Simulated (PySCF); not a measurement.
Unrelated species, one level of theory. The calculation used TDDFT B3LYP/def2-SVPD, vertical, gas phase, core orbitals frozen in the response (PySCF). Geometries: PBE0-D3(BJ)/def2-SVP; one conformer of each isolated species. Triplets are in the Tamm–Dancoff approximation. Relativistic effects are left out although some hold elements past zinc.

**Question.** Rank by computed lowest triplet energy, lowest first.
A. `CCCBr`
B. `C1CCC(C1)[SiH2]NC(=O)C`
C. `CCCC1=CC=CC2=CC=CC=C21`
D. `C/C=C/O[SiH2]N1CCCC1`
E. `C=C[C@H](C(=C)C)N(C)[SiH2]O`

**Answer.** C (2.96 eV), D (4.23 eV), E (4.36 eV), B (5.07 eV), A (5.45 eV).

```
                     SMILES  T1 (eV)  α (au)  HOMO (eV)  first f ≥ 0.01 (nm)  S1 (eV)    S1 mainly
          CCCc1cccc2ccccc12     2.96   156.7      -6.00                  292     4.24    H→L (94%)
       C/C=C/O[SiH2]N1CCCC1     4.23   123.6      -6.14                  215     5.71    H→L (81%)
C=C[C@H](C(=C)C)N(C)[SiH2]O     4.36   124.3      -6.38                  240     5.17    H→L (94%)
       CC(=O)N[SiH2]C1CCCC1     5.07   119.4      -7.25                  193     5.55  H→L+1 (87%)
                      CCCBr     5.45    62.3      -7.59                  173     6.03    H→L (96%)
```

H and L stand for HOMO and LUMO.
